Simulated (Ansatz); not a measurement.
(ZnTe)2 ring (Zn2Te2). Total charge 0; singlet. Geometry r2SCAN-D4/def2-SVP; atoms count from 1.

```xyz
4

Zn   -0.091   -1.230   -0.083
Te    0.159    0.136   -2.202
Zn    0.091    1.230    0.083
Te   -0.159   -0.136    2.202
```

In the def2 sets Te takes a core potential; there is no spin–orbit coupling.

(1) Estimate the Mulliken populations from the PBE0/def2-TZVP orbitals of Ansatz.

(2) And the Mayer bond orders between heavy atoms (over 0.3)?

Answers

(1) 
```json
{"atom": "Zn1", "charge (e)": "0.27", "d electrons": "10.06"}
{"atom": "Te2", "charge (e)": "-0.27", "d electrons": "–"}
{"atom": "Zn3", "charge (e)": "0.27", "d electrons": "10.06"}
{"atom": "Te4", "charge (e)": "-0.27", "d electrons": "–"}
```
Mulliken values depend strongly on the basis.

(2) Zn1–Te2 1.04 (2.53 Å); Zn1–Te4 1.04 (2.53 Å); Te2–Zn3 1.04 (2.53 Å); Zn3–Te4 1.04 (2.53 Å).
